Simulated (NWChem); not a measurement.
C2H6OSi2; SMILES C=C1[SiH2]O[SiH2]1

```xyz
11

C      0.0000     0.0000    -2.2920
C      0.0000     0.0000    -0.9559
Si     0.0000     1.2816     0.4338
O      0.0000     0.0000     1.5486
Si     0.0000    -1.2816     0.4338
H      0.0000    -0.9270    -2.8798
H      0.0000     0.9270    -2.8798
H      1.2162     2.1390     0.5550
H     -1.2162     2.1390     0.5550
H      1.2162    -2.1390     0.5550
H     -1.2162    -2.1390     0.5550
```
Atoms are numbered in this order, from 1.

Level: PBE0/def2-SVP (NWChem), optimised geometry, unscaled harmonic frequencies. 

### Question
List the harmonic frequencies with IR intensities, and the thermochemistry.

### Answer
| frequency (cm⁻¹) | IR intensity (km/mol) |
|---|---|
| 118 | 0.1 |
| 254 | 0.0 |
| 266 | 0.8 |
| 472 | 0.0 |
| 473 | 1.5 |
| 564 | 6.2 |
| 650 | 10.4 |
| 663 | 4.0 |
| 664 | 0.0 |
| 703 | 156.5 |
| 720 | 0.0 |
| 748 | 69.7 |
| 768 | 2.6 |
| 883 | 192.1 |
| 939 | 429.4 |
| 969 | 256.4 |
| 999 | 4.4 |
| 1000 | 20.5 |
| 1097 | 10.9 |
| 1434 | 12.8 |
| 1726 | 30.7 |
| 2232 | 250.7 |
| 2237 | 0.0 |
| 2239 | 290.1 |
| 2242 | 20.0 |
| 3122 | 24.3 |
| 3209 | 4.4 |

```yaml
zero_point_energy: 44.9 kcal/mol
thermal correction to the enthalpy at 298.15 K (with zero-point energy): 49.3 kcal/mol
heat capacity Cv: 23.5 cal/(mol K)
entropy at 298.15 K and 1 atm (symmetry number 2): 76.4 cal/(mol K)
dipole_moment: 2.03 D
```

Rigid rotor and harmonic oscillator.
